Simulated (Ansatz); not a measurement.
Relaxation of Sn₄Cl₄ with RKS PBE0-D4/def2-SVP.

```sh
$ ansatz run in.yaml --threads 4 --pin off --events-out ev --progress --plain --max-ram 4787MiB
```

```yaml
crystal:
  periodic: [false, false, false]
  atoms:
    - {symbol: Sn, position_ang: [0.089640, -1.736700, 0.372650]}
    - {symbol: Sn, position_ang: [-0.982410, 0.473150, 2.032240]}
    - {symbol: Sn, position_ang: [-0.121150, 1.208240, -0.641020]}
    - {symbol: Sn, position_ang: [0.176530, -0.854960, -2.578960]}
    - {symbol: Cl, position_ang: [-0.644760, 2.414970, 3.365130]}
    - {symbol: Cl, position_ang: [1.844820, -2.525710, -1.264500]}
    - {symbol: Cl, position_ang: [-1.918170, 0.805810, -2.579710]}
    - {symbol: Cl, position_ang: [1.555520, 0.215190, 1.294170]}
basis:
  gaussian: {orbitals: def2-SVP}
hamiltonian: {xc: pbe0, dispersion: d4}
scf: {lower_state_search: "off"}
output: {orbitals: {seedname: orbitals}}
relax: {f_tol: 0.02, max_steps: 100}
```

Hardware: 4 threads of Intel Xeon on a shared host. Wall time 7.7 min, peak host memory 0.73 GiB.

Positions (Å) and forces (eV/Å) at steps 1, 2, 3, 4, 5, 6, 7, 8, 9, 10, 11, 12, 13, 14, 15, 16, 17, 18, 19, 20, 21, 22, 23, 24, 25, 26, 27, 28, 29 of 29:

```xyz
8
step=1 energy=-73392.9861 eV
Sn    0.090   -1.737    0.373   -0.095   -1.128    0.011
Sn   -0.982    0.473    2.032   -0.781    0.404    0.743
Sn   -0.121    1.208   -0.641   -0.175    0.695   -0.861
Sn    0.177   -0.855   -2.579   -0.076    0.408   -0.658
Cl   -0.645    2.415    3.365    0.009    0.158    0.025
Cl    1.845   -2.526   -1.264    0.565   -0.443    0.206
Cl   -1.918    0.806   -2.580   -0.494    0.101   -0.051
Cl    1.556    0.215    1.294    1.046   -0.195    0.585
8
step=2 energy=-73393.2815 eV
Sn    0.128   -1.926    0.398    0.394    0.395   -0.423
Sn   -1.059    0.544    2.128    0.279    0.034   -0.430
Sn   -0.127    1.311   -0.752   -0.202   -0.391    0.191
Sn    0.184   -0.789   -2.683   -0.077    0.179    0.231
Cl   -0.654    2.496    3.409    0.019    0.205    0.059
Cl    1.928   -2.594   -1.262   -0.073   -0.057    0.163
Cl   -2.016    0.821   -2.605   -0.026   -0.027    0.036
Cl    1.616    0.137    1.367   -0.314   -0.337    0.174
8
step=3 energy=-73393.3800 eV
Sn    0.176   -1.919    0.295    0.117   -0.026   -0.055
Sn   -1.052    0.635    2.149    0.051   -0.164   -0.135
Sn   -0.167    1.223   -0.694   -0.007   -0.096   -0.159
Sn    0.197   -0.772   -2.704   -0.046    0.241    0.105
Cl   -0.670    2.604    3.429    0.066    0.145   -0.071
Cl    1.965   -2.627   -1.339   -0.046    0.060    0.106
Cl   -2.030    0.799   -2.590    0.003   -0.034    0.114
Cl    1.581    0.057    1.455   -0.137   -0.126    0.095
8
step=4 energy=-73393.4215 eV
Sn    0.187   -1.931    0.272    0.014   -0.115    0.005
Sn   -1.058    0.627    2.114   -0.030   -0.064    0.060
Sn   -0.162    1.218   -0.675    0.006   -0.003   -0.186
Sn    0.200   -0.727   -2.695   -0.021    0.143   -0.001
Cl   -0.656    2.636    3.341    0.051    0.057   -0.101
Cl    1.986   -2.610   -1.342    0.005    0.064    0.037
Cl   -2.059    0.794   -2.528    0.041   -0.025    0.123
Cl    1.562   -0.007    1.513   -0.066   -0.055    0.062
8
step=5 energy=-73393.4697 eV
Sn    0.197   -1.994    0.215   -0.062    0.020    0.003
Sn   -1.092    0.634    2.089   -0.035    0.084    0.165
Sn   -0.139    1.211   -0.647   -0.032    0.002   -0.075
Sn    0.214   -0.646   -2.702    0.013   -0.048   -0.031
Cl   -0.617    2.726    3.172    0.022   -0.095   -0.111
Cl    2.044   -2.553   -1.366    0.054    0.056   -0.042
Cl   -2.105    0.767   -2.386    0.046    0.009    0.047
Cl    1.497   -0.145    1.624   -0.006   -0.029    0.044
8
step=6 energy=-73393.4990 eV
Sn    0.215   -2.057    0.155   -0.005    0.004   -0.001
Sn   -1.139    0.690    2.138    0.040    0.062    0.045
Sn   -0.166    1.159   -0.638   -0.019   -0.006    0.053
Sn    0.200   -0.648   -2.719    0.104   -0.091   -0.036
Cl   -0.527    2.812    3.087    0.022   -0.086   -0.080
Cl    2.138   -2.442   -1.407   -0.019    0.074   -0.006
Cl   -2.122    0.764   -2.354   -0.059    0.042    0.016
Cl    1.400   -0.279    1.738   -0.064    0.002    0.008
8
step=7 energy=-73393.5185 eV
Sn    0.239   -2.133    0.092   -0.026   -0.001    0.017
Sn   -1.188    0.770    2.176    0.007   -0.010    0.044
Sn   -0.194    1.103   -0.604   -0.023   -0.043   -0.067
Sn    0.215   -0.653   -2.724    0.090   -0.033    0.015
Cl   -0.434    2.882    3.038    0.037   -0.043   -0.063
Cl    2.215   -2.346   -1.449    0.002    0.064    0.002
Cl   -2.137    0.749   -2.323   -0.062    0.062    0.022
Cl    1.283   -0.371    1.793   -0.025    0.003    0.031
8
step=8 energy=-73393.5378 eV
Sn    0.246   -2.172    0.055    0.124   -0.042    0.067
Sn   -1.239    0.790    2.206    0.216    0.176    0.063
Sn   -0.246    1.028   -0.584   -0.075    0.031   -0.058
Sn    0.216   -0.663   -2.734    0.105    0.000    0.025
Cl   -0.289    2.901    2.912   -0.081   -0.189   -0.073
Cl    2.297   -2.192   -1.435   -0.127    0.057    0.020
Cl   -2.171    0.777   -2.313    0.012    0.006    0.043
Cl    1.187   -0.468    1.893   -0.174   -0.039   -0.087
8
step=9 energy=-73393.5530 eV
Sn    0.264   -2.291    0.005    0.221    0.215   -0.104
Sn   -1.250    0.860    2.266    0.211    0.187   -0.021
Sn   -0.319    1.004   -0.563   -0.107   -0.130   -0.016
Sn    0.254   -0.648   -2.712    0.111   -0.063    0.052
Cl   -0.166    2.961    2.820   -0.085   -0.230   -0.050
Cl    2.373   -2.050   -1.432   -0.206   -0.011    0.103
Cl   -2.202    0.763   -2.310   -0.008    0.047    0.081
Cl    1.046   -0.599    1.926   -0.138   -0.015   -0.045
8
step=10 energy=-73393.5708 eV
Sn    0.270   -2.280   -0.041    0.090   -0.022   -0.062
Sn   -1.250    0.919    2.300    0.078    0.096    0.002
Sn   -0.375    0.918   -0.538   -0.055    0.020   -0.157
Sn    0.320   -0.609   -2.744    0.054    0.005    0.159
Cl   -0.058    2.978    2.747   -0.040   -0.151   -0.037
Cl    2.400   -1.957   -1.429   -0.080   -0.001    0.049
Cl   -2.231    0.714   -2.282   -0.037    0.040    0.040
Cl    0.924   -0.683    1.987   -0.009    0.014    0.006
8
step=11 energy=-73393.5885 eV
Sn    0.262   -2.296   -0.062   -0.026   -0.038   -0.024
Sn   -1.247    0.927    2.237   -0.044    0.032   -0.007
Sn   -0.457    0.921   -0.618   -0.152    0.095    0.099
Sn    0.461   -0.586   -2.719    0.048   -0.161   -0.009
Cl    0.080    2.895    2.635    0.040    0.038    0.034
Cl    2.452   -1.858   -1.303    0.023    0.072   -0.071
Cl   -2.393    0.744   -2.170    0.081    0.005   -0.020
Cl    0.841   -0.748    2.000    0.029   -0.043   -0.004
8
step=12 energy=-73393.5894 eV
Sn    0.298   -2.378   -0.107    0.197    0.184    0.018
Sn   -1.253    1.009    2.248    0.277    0.147    0.072
Sn   -0.598    0.867   -0.642    0.207    0.014    0.205
Sn    0.538   -0.596   -2.691    0.048   -0.108    0.020
Cl    0.261    2.896    2.563   -0.196   -0.260   -0.081
Cl    2.542   -1.692   -1.255   -0.205    0.010    0.060
Cl   -2.492    0.767   -2.171   -0.142   -0.007   -0.092
Cl    0.704   -0.873    2.054   -0.185    0.020   -0.203
8
step=13 energy=-73393.6011 eV
Sn    0.298   -2.353   -0.076    0.024    0.071   -0.038
Sn   -1.258    0.978    2.286    0.005   -0.073   -0.004
Sn   -0.508    0.896   -0.582    0.010   -0.019   -0.074
Sn    0.428   -0.620   -2.699   -0.015   -0.015    0.081
Cl    0.131    2.909    2.645    0.036    0.029   -0.002
Cl    2.472   -1.786   -1.323    0.021   -0.014    0.017
Cl   -2.360    0.748   -2.240   -0.022    0.013    0.024
Cl    0.796   -0.772    1.989   -0.058    0.007   -0.005
8
step=14 energy=-73393.6058 eV
Sn    0.350   -2.394   -0.113   -0.031   -0.041   -0.167
Sn   -1.249    1.025    2.273   -0.076    0.094   -0.030
Sn   -0.562    0.887   -0.616    0.002    0.004    0.024
Sn    0.489   -0.646   -2.671   -0.001   -0.034   -0.007
Cl    0.243    2.896    2.595    0.003   -0.049   -0.023
Cl    2.550   -1.697   -1.269   -0.025    0.035    0.032
Cl   -2.461    0.770   -2.174    0.000   -0.007    0.008
Cl    0.640   -0.841    1.974    0.127   -0.003    0.163
8
step=15 energy=-73393.6139 eV
Sn    0.345   -2.398   -0.138    0.061   -0.013   -0.063
Sn   -1.251    1.040    2.252    0.062    0.129   -0.018
Sn   -0.596    0.870   -0.640    0.066    0.001    0.075
Sn    0.539   -0.644   -2.671   -0.006    0.006   -0.005
Cl    0.330    2.858    2.521   -0.073   -0.112   -0.026
Cl    2.576   -1.604   -1.206   -0.081    0.007    0.039
Cl   -2.526    0.776   -2.129   -0.048   -0.014   -0.038
Cl    0.582   -0.899    2.011    0.020   -0.006    0.037
8
step=16 energy=-73393.6157 eV
Sn    0.340   -2.391   -0.139    0.042    0.018    0.012
Sn   -1.252    1.039    2.253    0.038    0.022    0.024
Sn   -0.578    0.877   -0.623    0.029   -0.041   -0.053
Sn    0.510   -0.637   -2.678   -0.021    0.039    0.034
Cl    0.325    2.852    2.514   -0.017   -0.038   -0.006
Cl    2.554   -1.591   -1.210   -0.010   -0.016    0.017
Cl   -2.495    0.756   -2.150   -0.012   -0.001    0.010
Cl    0.598   -0.904    2.033   -0.049    0.017   -0.038
8
step=17 energy=-73393.6175 eV
Sn    0.370   -2.410   -0.175    0.001   -0.032    0.029
Sn   -1.259    1.099    2.253    0.018   -0.043    0.017
Sn   -0.605    0.833   -0.617   -0.007    0.110   -0.030
Sn    0.542   -0.616   -2.676    0.013   -0.028    0.006
Cl    0.406    2.829    2.487    0.008   -0.002   -0.016
Cl    2.584   -1.542   -1.175   -0.012    0.027   -0.004
Cl   -2.537    0.733   -2.116   -0.003   -0.015   -0.006
Cl    0.500   -0.927    2.019   -0.018   -0.018    0.004
8
step=18 energy=-73393.6192 eV
Sn    0.413   -2.458   -0.218    0.109    0.153    0.055
Sn   -1.251    1.150    2.231    0.222    0.040    0.007
Sn   -0.649    0.840   -0.646    0.014    0.005    0.035
Sn    0.590   -0.621   -2.653    0.050   -0.035    0.008
Cl    0.548    2.780    2.394   -0.142   -0.145   -0.026
Cl    2.634   -1.399   -1.082   -0.172   -0.022    0.016
Cl   -2.631    0.727   -2.054   -0.001   -0.013   -0.009
Cl    0.345   -1.018    2.028   -0.079    0.016   -0.086
8
step=19 energy=-73393.6238 eV
Sn    0.395   -2.429   -0.197    0.038    0.048    0.017
Sn   -1.250    1.123    2.245    0.072    0.002   -0.011
Sn   -0.623    0.854   -0.634   -0.008   -0.005   -0.001
Sn    0.557   -0.621   -2.662    0.016   -0.003    0.013
Cl    0.498    2.788    2.420   -0.027   -0.043   -0.002
Cl    2.605   -1.440   -1.118   -0.047   -0.007    0.009
Cl   -2.579    0.714   -2.088   -0.009   -0.003   -0.004
Cl    0.396   -0.990    2.033   -0.035    0.011   -0.022
8
step=20 energy=-73393.6261 eV
Sn    0.404   -2.418   -0.201    0.032   -0.011    0.014
Sn   -1.239    1.137    2.237    0.055    0.023    0.011
Sn   -0.641    0.849   -0.646    0.019    0.012   -0.008
Sn    0.571   -0.618   -2.662    0.019    0.011    0.010
Cl    0.549    2.759    2.404   -0.036   -0.050   -0.012
Cl    2.612   -1.397   -1.090   -0.048    0.004    0.005
Cl   -2.603    0.700   -2.084   -0.019   -0.005   -0.005
Cl    0.348   -1.011    2.042   -0.021    0.017   -0.014
8
step=21 energy=-73393.6310 eV
Sn    0.440   -2.425   -0.223    0.045    0.023   -0.013
Sn   -1.226    1.185    2.221    0.157    0.089   -0.022
Sn   -0.684    0.848   -0.674    0.008    0.004    0.047
Sn    0.614   -0.602   -2.651    0.041   -0.015    0.022
Cl    0.702    2.662    2.330   -0.130   -0.101   -0.016
Cl    2.630   -1.265   -0.991   -0.079    0.000   -0.007
Cl   -2.677    0.657   -2.049   -0.021    0.000   -0.011
Cl    0.199   -1.059    2.036   -0.020    0.000   -0.001
8
step=22 energy=-73393.6316 eV
Sn    0.485   -2.430   -0.244    0.079    0.084    0.020
Sn   -1.191    1.233    2.192    0.266    0.128    0.080
Sn   -0.729    0.841   -0.693    0.035   -0.037   -0.055
Sn    0.654   -0.581   -2.637    0.066   -0.015    0.062
Cl    0.855    2.574    2.248   -0.265   -0.191   -0.038
Cl    2.641   -1.122   -0.888   -0.157   -0.023   -0.022
Cl   -2.749    0.615   -2.016    0.007    0.010    0.024
Cl    0.033   -1.130    2.039   -0.030    0.045   -0.070
8
step=23 energy=-73393.6342 eV
Sn    0.490   -2.425   -0.247    0.075    0.023    0.038
Sn   -1.209    1.240    2.210    0.264    0.051   -0.097
Sn   -0.711    0.821   -0.683   -0.086    0.050    0.040
Sn    0.663   -0.590   -2.643    0.059    0.007    0.052
Cl    0.851    2.544    2.206   -0.171   -0.097    0.020
Cl    2.638   -1.103   -0.879   -0.117   -0.029   -0.024
Cl   -2.745    0.631   -1.992    0.011   -0.008   -0.003
Cl    0.024   -1.118    2.027   -0.035    0.004   -0.026
8
step=24 energy=-73393.6420 eV
Sn    0.517   -2.426   -0.254    0.034   -0.008    0.037
Sn   -1.176    1.262    2.201    0.116    0.017   -0.059
Sn   -0.748    0.832   -0.698   -0.016   -0.036   -0.039
Sn    0.698   -0.588   -2.621   -0.029    0.072    0.022
Cl    0.920    2.485    2.166   -0.064   -0.036    0.014
Cl    2.634   -1.034   -0.825   -0.033   -0.016    0.014
Cl   -2.794    0.607   -1.975    0.013    0.002    0.011
Cl   -0.052   -1.138    2.005   -0.021    0.005    0.000
8
step=25 energy=-73393.6462 eV
Sn    0.548   -2.422   -0.259    0.040   -0.007    0.062
Sn   -1.134    1.290    2.177    0.081    0.015   -0.009
Sn   -0.785    0.822   -0.723    0.040   -0.054   -0.077
Sn    0.740   -0.579   -2.609   -0.057    0.090    0.014
Cl    1.014    2.417    2.122   -0.071   -0.052   -0.006
Cl    2.628   -0.940   -0.752   -0.045   -0.020    0.026
Cl   -2.856    0.582   -1.948    0.020    0.005    0.023
Cl   -0.154   -1.171    1.992   -0.008    0.023   -0.032
8
step=26 energy=-73393.6491 eV
Sn    0.588   -2.434   -0.260    0.047    0.097    0.062
Sn   -1.098    1.317    2.149    0.080   -0.007    0.023
Sn   -0.816    0.817   -0.748    0.046   -0.085   -0.077
Sn    0.775   -0.568   -2.592   -0.047    0.054    0.012
Cl    1.103    2.332    2.062   -0.076   -0.046   -0.009
Cl    2.608   -0.837   -0.663   -0.066   -0.049    0.019
Cl   -2.915    0.566   -1.912    0.026    0.010    0.024
Cl   -0.245   -1.194    1.964   -0.011    0.025   -0.054
8
step=27 energy=-73393.6515 eV
Sn    0.601   -2.423   -0.252    0.041    0.064    0.048
Sn   -1.084    1.322    2.142    0.046   -0.006    0.023
Sn   -0.819    0.802   -0.751    0.020   -0.039   -0.070
Sn    0.782   -0.563   -2.594   -0.033    0.033    0.012
Cl    1.128    2.305    2.039   -0.049   -0.040   -0.006
Cl    2.601   -0.804   -0.645   -0.059   -0.039    0.018
Cl   -2.926    0.565   -1.901    0.028    0.004    0.023
Cl   -0.283   -1.205    1.962    0.007    0.022   -0.047
8
step=28 energy=-73393.6540 eV
Sn    0.626   -2.410   -0.235    0.013    0.039    0.011
Sn   -1.071    1.331    2.130    0.018   -0.017    0.000
Sn   -0.826    0.788   -0.761   -0.029    0.018   -0.017
Sn    0.788   -0.555   -2.594    0.004   -0.017    0.002
Cl    1.168    2.241    2.001   -0.008   -0.006    0.005
Cl    2.580   -0.749   -0.607   -0.018   -0.018    0.006
Cl   -2.944    0.564   -1.890    0.016   -0.002    0.011
Cl   -0.321   -1.210    1.956    0.003    0.002   -0.018
8
step=29 energy=-73393.6544 eV
Sn    0.632   -2.401   -0.227   -0.001    0.009    0.002
Sn   -1.061    1.331    2.123    0.001   -0.005    0.005
Sn   -0.831    0.792   -0.773   -0.016    0.011    0.003
Sn    0.791   -0.554   -2.593    0.008   -0.019   -0.007
Cl    1.184    2.221    1.996   -0.003   -0.006    0.002
Cl    2.576   -0.732   -0.596   -0.005    0.002    0.003
Cl   -2.955    0.558   -1.887    0.010    0.000    0.006
Cl   -0.336   -1.215    1.957    0.006    0.008   -0.013
```

In the def2 sets Sn takes a core potential; there is no spin–orbit coupling. Another isomer (singlet) lies 0.48 eV lower at PBE0-D4/def2-TZVP; other spin states weren't run for this one.
